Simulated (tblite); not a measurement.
C₅H₁₃O₃Si, charge +1, singlet, at a GFN2-xTB geometry; GFN1-xTB in tblite.

tblite was given this input:
```
$ tblite run mol.xyz --method gfn1 --charge 1 --spin 0 --etemp 2000 --json tblite.json --no-restart

# file mol.xyz
22

C     -0.91641656    -2.31931406    -1.42596907
C     -0.44487032    -1.08248142    -1.54083620
Si    -0.14187058     0.10461714    -0.13032044
O     -0.33569001     1.67625302    -0.34617717
C     -1.43253891     2.52160283    -0.64256663
O     -0.46215718    -0.62438055     1.23946622
C     -0.76285267    -0.33612068     2.59581626
O      1.69171766     0.34802319    -0.03671418
C      2.61661455    -0.73870961     0.01127747
H     -1.15913827    -2.74779489    -0.46854943
H     -1.07673129    -2.94567544    -2.28802493
H     -0.23315791    -0.70945139    -2.53698669
H     -1.07543930     3.54769264    -0.57087791
H     -2.24408831     2.36393058     0.06604461
H     -1.79348234     2.32616212    -1.65136974
H      0.15073766    -0.40440129     3.18617184
H     -1.19016977     0.65943058     2.70052197
H     -1.47717413    -1.08314146     2.93924547
H      2.05388694     1.11726467    -0.49927576
H      2.15128333    -1.52587334     0.59828828
H      2.83322131    -1.11646387    -0.98769197
H      3.53585994    -0.41534689     0.49806016
```

Problem. What does tblite print? Leave out banner, timings and long lists.

Solution. 
```
xTB calculator
 | screened Coulomb repulsion
 | Coulomb electrostatics
 |  * isotropic Klopman-Ohno-Mataga-Nishimoto electrostatics
 |  * onsite third-order electrostatics
 | DFT-D3(BJ) dispersion correction

halogen bonding energy    0.0000000000000E+00 Eh
repulsion energy          3.5259520134018E-01 Eh
dispersion energy        -9.2675587085798E-03 Eh
number of electrons       5.4000000000000E+01 e
integral cutoff           2.8146159136829E+01 bohr

------------------------------------------------------------
  cycle        total energy    energy error   density error
------------------------------------------------------------
      1     -32.86465314221  -3.3207981E+01   6.0653135E-01
      2     -33.21456356224  -3.4991042E-01   3.3532541E-01
      3     -33.18569166771   2.8871895E-02   1.3319566E-01
      4     -33.21186545893  -2.6173791E-02   5.0920114E-02
      5     -33.23385054528  -2.1985086E-02   1.1092300E-02
      6     -33.23507881508  -1.2282698E-03   1.9932058E-03
      7     -33.23507808824   7.2683854E-07   8.2312971E-04
      8     -33.23507905126  -9.6302183E-07   6.5024843E-04
      9     -33.23508313837  -4.0871101E-06   9.5436328E-05
     10     -33.23508323028  -9.1908312E-08   1.5787752E-05
------------------------------------------------------------

electronic energy        -3.3578410872909E+01 Eh
total energy             -3.3235083230278E+01 Eh

Post processing:
 | Mayer-Wiberg bond orders

[Info] JSON dump of results written to 'tblite.json'
```
